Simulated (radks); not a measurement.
Ru I, 44 electrons, occupied as [Kr] 4d7 5s1. Calculated with a radial shooting solver on a logarithmic mesh with Libxc functionals: scalar-relativistic Kohn-Sham, r2SCAN, spin-polarised, spherical densities, finite nucleus; open shells are filled with parallel spins first (spin-orbit coupling, left out, can overturn this in heavy ions); meta-GGA in the generalised Kohn-Sham scheme; Fermi nuclear charge, rms radius 4.4809 fm. Some entries of the table are withheld. Estimate them.

| orbital | occ. | eigenvalue (hartree) | <1/r> (bohr^-1) | <r^2> (bohr^2) |
|---|---|---|---|---|
| 1s up | 1 | -807.8550 | 45.87 | 0.001510 |
| 1s down | 1 | -807.8549 | 45.87 | 0.001510 |
| 2s up | 1 | -116.6284 | 10.38 | 0.02499 |
| 2s down | 1 | -116.6076 | 10.38 | 0.02499 |
| 2p up | 3 | -104.3522 | 10.05 | 0.01970 |
| 2p down | 3 | -104.3370 | 10.06 | 0.01969 |
| 3s up | 1 | -20.73498 | 3.607 | 0.1847 |
| 3s down | 1 | -20.72881 | 3.605 | 0.1847 |
| 3p up | 3 | -16.66580 | 3.428 | 0.1882 |
| 3p down | 3 | -16.65744 | 3.427 | 0.1882 |
| 3d up | 5 | -10.13908 | 3.193 | 0.1767 |
| 3d down | 5 | -10.12254 | 3.193 | 0.1766 |
| 4s up | 1 | -2.91665 | 1.332 | 1.191 |
| 4s down | 1 | -2.82852 | 1.339 | 1.180 |
| 4p up | 3 | (1) | 1.187 | 1.477 |
| 4p down | 3 | (2) | 1.195 | 1.460 |
| 4d up | 5 | (3) | 0.8147 | 3.512 |
| 5s up | 1 | -0.18481 | 0.3940 | 12.12 |
| 4d down | 2 | (4) | 0.8055 | 3.821 |
| 5s down | 0 | -0.10130 | 0.3519 | 15.64 |

Answer. 
(1) 4p up eigenvalue (hartree): -1.79114
(2) 4p down eigenvalue (hartree): -1.69525
(3) 4d up eigenvalue (hartree): -0.23086
(4) 4d down eigenvalue (hartree): -0.12706
